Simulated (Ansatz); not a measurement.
Computed with Ansatz on PBE0-D4/def2-TZVP structures; ΔE is electronic, products minus reactants. CCSD(T)/CBS is the MP2 limit (def2-TZVPP, def2-QZVPP) plus CCSD(T) − MP2 in def2-TZVPP, frozen cores. DFT in def2-TZVPP. B3LYP here is the variant with VWN-RPA as its local correlation; programs differ in this. Each species was taken in one conformer, which may not be the lowest.

`CN[SiH](N)[SiH3]` + `O[SiH](O)S` → `O[SiH](O)S[SiH3]` + `CN[SiH2]N`  (cleavage of the Si–Si bond)

| level | ΔE (kcal/mol) | difference from CCSD(T)/CBS |
| --- | --- | --- |
| r2SCAN-D4 | -16.3 | 0.9 |
| PBE0-D4 | -15.1 | 2.1 |
| B3LYP-D4 | -16.0 | 1.2 |
| ωB97M-V | -17.7 | -0.5 |
| B2PLYP | -17.1 | 0.1 |
| PBE | -13.7 | 3.5 |
| r2SCAN | -16.3 | 0.9 |
| PBE0 | -15.1 | 2.1 |
| HF/def2-TZVPP | -19.2 | -2.0 |
| MP2/def2-TZVPP | -19.1 | -1.9 |
| SCS-MP2/def2-TZVPP | -18.8 | -1.6 |
| CCSD/def2-TZVPP | -16.7 | 0.5 |
| MP2/def2-QZVPP | -19.6 | -2.4 |
| SCS-MP2/def2-QZVPP | -19.2 | -2.0 |
| MP2/CBS(def2) | -19.8 | -2.6 |
| CCSD/CBS(def2) | -17.4 | -0.2 |
| CCSD(T)/CBS | -17.2 | 0 |

Largest T1 diagnostic among the species: 0.012.

From PBE to PBE0 (25 % exact exchange), in def2-TZVPP and without D4, ΔE moves by −1.5 kcal/mol.
